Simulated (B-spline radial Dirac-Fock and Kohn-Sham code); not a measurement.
## Electron momentum distribution of Sn³⁵⁺: Compton profiles

System: tin as Sn³⁵⁺, configuration 1s2 2s2 2p6 3s2 3p3.

Calculated with a radial finite-basis atomic code, using the impulse approximation on Dirac-Fock orbitals of the configuration average with a finite nucleus. pz is in atomic units of momentum; subshell profiles are per electron, for a selection of subshells; open shells are spread over both j values by their weights.

```
 pz    J total   J 2s1/2   J 2p1/2   J 3s1/2   J 3p3/2
  0     0.7653    0.0572    0.0286     0.116    0.0707
0.4     0.7626    0.0571    0.0286     0.114    0.0707
0.5     0.7611    0.0570    0.0286     0.114    0.0707
0.6     0.7592    0.0569    0.0286     0.113    0.0707
0.8     0.7546    0.0567    0.0286     0.111    0.0707
  1     0.7487    0.0565    0.0286     0.108    0.0706
1.2     0.7416    0.0561    0.0286     0.105    0.0705
1.4     0.7333    0.0557    0.0286     0.102    0.0704
1.6     0.7240    0.0553    0.0286    0.0976    0.0702
1.8     0.7136    0.0548    0.0286    0.0933    0.0699
  2     0.7023    0.0543    0.0286    0.0888    0.0696
2.5     0.6706    0.0527    0.0286    0.0767    0.0681
  3     0.6350    0.0508    0.0286    0.0642    0.0659
  4     0.5583    0.0463    0.0284    0.0416    0.0586
  5     0.4826    0.0412    0.0281    0.0252    0.0483
  7     0.3587    0.0304    0.0269    0.0116    0.0259
 10     0.2469    0.0164    0.0235    0.0102   0.00701
 15     0.1456   0.00439    0.0156   0.00436   0.00340
 20    0.08510   0.00166   0.00880  0.000899   0.00269
 30    0.03196   0.00139   0.00233  0.000345  0.000734
 40    0.01422  0.000935  0.000636  0.000253  0.000176
 60   0.003765  0.000277  7.03e-05  7.41e-05  1.53e-05
100  0.0004921  3.22e-05  3.29e-06  8.20e-06    < 1e-6
```

J(0) = 0.7653. The 3s1/2 subshell gives the largest part, 30 %.

Mean momentum ⟨p⟩ by subshell (a.u.): 1s1/2 45.8, 2s1/2 16.5, 2p1/2 21.9, 2p3/2 20.9, 3s1/2 9.21, 3p1/2 10.9, 3p3/2 10.7.
